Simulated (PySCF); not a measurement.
**Computed structure and properties of Tl(OH)**

System: Tl(OH) (singlet); start: template (Cs). Method: PySCF 2.14.0, RKS PBE0, Tl def2-SVP with ECP60, O def2-SVP, H def2-SVP; non-relativistic Hamiltonian with scalar-relativistic core potentials where named; density fitting; no spin-orbit coupling.

Input of the relaxation:

```python
mol = gto.M(atom='''
Tl    -0.00159     0.00000    -0.17799
O     -0.00159     0.00000     2.09241
H      0.34841     0.00000     2.99241''',
    basis={'Tl': 'def2-SVP', 'O': 'def2-SVP', 'H': 'def2-SVP'},
    ecp={'Tl': 'def2-SVP'},
    charge=0, spin=0)
mf = dft.RKS(mol, xc='PBE0')
mf.grids.atom_grid = (50, 194)
mf = mf.density_fit()  # fitting sets: Tl def2-universal-JKFIT, O def2-universal-JKFIT, H def2-universal-JKFIT
mf.conv_tol = 1e-08; mf.max_cycle = 55
mf.kernel(dm0)  # dm0: converged density of the start geometry
# quasi-Newton relaxation in Cartesian coordinates to a largest gradient under 0.00045 Eh/bohr, steps kept in the point group
```

Run from Python with OMP_NUM_THREADS=2; the lines above give its settings. Where DIIS fails, smearing, a level shift and second-order steps follow.
It took 7.4 s on 2 threads of Arm Neoverse V1, with other jobs on the host, from the converged density of the start.

Course of the relaxation:

```tsv
step	energy above end (eV)	largest force component within the symmetry (eV/Å)
0	0.2424	1.888
1	0.0696	0.606
2	0.0542	0.408
3	0.0478	0.159
4	0.0366	0.355
5	0.0296	0.557
6	0.0216	0.604
7	0.0074	0.364
8	0.0013	0.150
9	0.0002	0.024
10	0.0000	0.027
11	0.0000	0.008
```

Relaxed geometry (Cs):

```xyz
3

Tl    0.0976    0.0000    0.0191
O    -0.2393    0.0000    2.1269
H     0.4869    0.0000    2.7609
```

```csv
contact,Å
Tl1–O2 (OH),2.135
```

On the finer grid (75, 302):

```yaml
HOMO: -6.53 eV
LUMO: -1.25 eV
Dipole_about_the_centre_of_mass: 2.36 D
Set_of_Mulliken_populations_of_Tl1_outside_the_core_potential: s 3.95, p 6.60, d 10.06
D3_BJ_dispersion_energy_not_in_the_energies: -0.030 eV
```

```json
{"atom": "Tl1", "Mulliken (e)": "0.40", "Löwdin (e)": "0.30", "spin (e)": "0.00"}
{"atom": "O2", "Mulliken (e)": "-0.56", "Löwdin (e)": "-0.35", "spin (e)": "0.00"}
{"atom": "H3", "Mulliken (e)": "0.16", "Löwdin (e)": "0.05", "spin (e)": "0.00"}
```

On the grid (50, 194), as all that follows. Harmonic modes: a minimum; lowest 443 cm⁻¹ (negative: unstable), highest 3887 cm⁻¹, zero-point energy 0.300 eV.

Taking off one OH (charge -1, singlet; the rest: singlet) in vacuum, both parts rigid, costs 9.24 eV; the small basis without counterpoise inflates it. Most of it is the attraction of opposite charges; other ways to part are cheaper, and one spin state was tried for the rest.

Rigid scan of OH along the line from its metal, all other atoms held (where the atom bridges, its other bond changes as well):

(distance to O2 (Å), energy (eV)): (1.83, 1.083), (1.93, 0.408), (2.03, 0.087), (2.13, 0.000), (2.23, 0.064), (2.33, 0.223), (2.53, 0.684), (2.83, 1.455), (3.23, 2.351), (3.73, 3.183)

One start shape was tried, so this needn't be the lowest isomer.
